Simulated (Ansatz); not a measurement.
C2H5FGe: structure from calculated spectroscopic constants

These gas-phase data were calculated for one isomer of C2H5FGe at PBE0-D3(BJ)/def2-SVP (harmonic, unscaled wavenumbers; equilibrium rotational constants with average atomic masses):

| Quantity | Value |
| --- | --- |
| rotational constants | 32.2, 1.579, 1.534 GHz |
| all wavenumbers above 1500 cm⁻¹ | 3203, 3200, 2164, 2161, 2157, 1731 |

Candidates:

(1) `F/C=[CH]/[GeH3]`, a singlet
(2) `F/C=[CH]\[GeH3]`, a singlet
(3) `C=[C](F)[GeH3]`, a singlet

**Question.** Which structure fits? Where the bands don't settle it, estimate the moments of inertia from typical bond lengths.

**Answer.** Candidate (1). The rotational constants decide: (2) would give 12.68, 2.358, 2.039 GHz; (3) would give 9.485, 2.787, 2.214 GHz.

The same quantities for all candidates:

```
     rotational constants (GHz)         wavenumbers above 1500 cm⁻¹  E above the lowest, PBE0-D3(BJ)/def2-SVP (kcal/mol)
(1)          32.2, 1.579, 1.534  3203, 3200, 2164, 2161, 2157, 1731                                                  0.4
(2)         12.68, 2.358, 2.039  3231, 3202, 2170, 2168, 2165, 1729                                                  0.0
(3)         9.485, 2.787, 2.214  3294, 3180, 2182, 2174, 2173, 1722                                                  3.1
```

Programs: Ansatz 0.2.0.
